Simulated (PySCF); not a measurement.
Species: C4H9FO2.
Numbering: `[OH:1][CH2:2][CH2:3][CH2:4][O:5][CH2:6][F:7]` (hydrogens: H8 on O1; H9, H10 on C2; H11, H12 on C3; H13, H14 on C4; H15, H16 on C6)

Geometry (GFN2-xTB, Å), atoms numbered from 1 in this order:
```xyz
16
C4H9FO2 angstrom
O     -2.157    0.719   -0.452
C     -1.900   -0.513    0.167
C     -0.664   -1.218   -0.398
C      0.635   -0.578    0.078
O      0.703    0.766   -0.405
C      1.810    1.454   -0.006
F      2.954    0.941   -0.574
H     -1.317    1.190   -0.529
H     -2.790   -1.125   -0.004
H     -1.778   -0.379    1.255
H     -0.662   -2.262   -0.084
H     -0.704   -1.178   -1.487
H      0.677   -0.563    1.178
H      1.497   -1.143   -0.297
H      1.713    2.486   -0.360
H      1.976    1.412    1.084
```

Theory: PBE0/def2-SVPD in PySCF (dipole) on a GFN2-xTB geometry, gas phase.

Masses are those of the commonest isotopes; rigid-rotor values at the optimised geometry. The values belong to one conformer with, in the numbering `[OH:1][CH2:2][CH2:3][CH2:4][O:5][CH2:6][F:7]`, H–O1–C2–C3 -44°, O1–C2–C3–C4 75°, C2–C3–C4–O5 -63°, C3–C4–O5–C6 178°, C4–O5–C6–F7 68°.

(1) What are A, B and C (GHz)?

(2) What kind of rotor is it?

(3) Is it planar, by Δ = Ic − Ia − Ib?

(4) Predict some low-J microwave lines.

(5) Estimate the classical rotational partition function at 50 K, 100 K and 298.15 K.

Answers

(1) Ia = 84.41, Ib = 396.90, Ic = 452.56 u·Å²; 505379 MHz·u·Å²/I gives 5987, 1273 and 1117 MHz, that is A = 5.9874, B = 1.2733, C = 1.1167 GHz.

(2) A near-prolate asymmetric top; Ray's κ = -0.936.

(3) Not planar: Δ = Ic − Ia − Ib = -28.74 u·Å². For a rigid frame Δ = −2 Σ m c², so Σ m c² = 14.37 u·Å² lies off the ab plane: 7.91 from hydrogen and 6.46 from heavier atoms. The atom farthest from that plane is 1.44 Å away.

(4) The dipole components are |μa| = 0.65 D, |μb| = 1.34 D, |μc| = 1.70 D. The squared components, which scale the intensities, stand as 0.15 : 0.63 : 1.00 (a : b : c). Some lines, for components of 0.1 D or more:

```tsv
type	branch	J(Ka,Kc)	MHz	lower level (cm⁻¹)
a	Q	2(1,1) ← 2(1,2)	470	0.391
a	R	1(0,1) ← 0(0,0)	2390	0.000
c	Q	2(1,2) ← 2(0,2)	4561	0.239
a	R	2(1,2) ← 1(1,1)	4623	0.237
c	Q	1(1,1) ← 1(0,1)	4714	0.080
a	R	2(0,2) ← 1(0,1)	4776	0.080
b	Q	1(1,0) ← 1(0,1)	4871	0.080
a	R	2(1,1) ← 1(1,0)	4937	0.242
b	Q	2(1,1) ← 2(0,2)	5031	0.239
b	R	1(1,1) ← 0(0,0)	7104	0.000
c	R	1(1,0) ← 0(0,0)	7261	0.000
c	R	2(1,1) ← 1(0,1)	9807	0.080
c	Q	2(2,1) ← 2(1,1)	14142	0.407
b	Q	2(2,0) ← 2(1,1)	14146	0.407
b	Q	2(2,1) ← 2(1,2)	14612	0.391
b	R	2(2,1) ← 1(1,0)	19079	0.242
c	R	2(2,0) ← 1(1,0)	19083	0.242
c	R	2(2,1) ← 1(1,1)	19235	0.237
b	R	2(2,0) ← 1(1,1)	19239	0.237
```

(5) Point group C1, symmetry number σ = 1; q = (√π/σ)·√((kT/h)³/(ABC)), k/h = 20836.6 MHz/K: 20400 at 50 K, 57800 at 100 K, 297000 at 298.15 K.

Stationary, but not proved a minimum. These are rigid-rotor constants of the computed structure; measured ground-state constants (B0) also hold zero-point vibration.
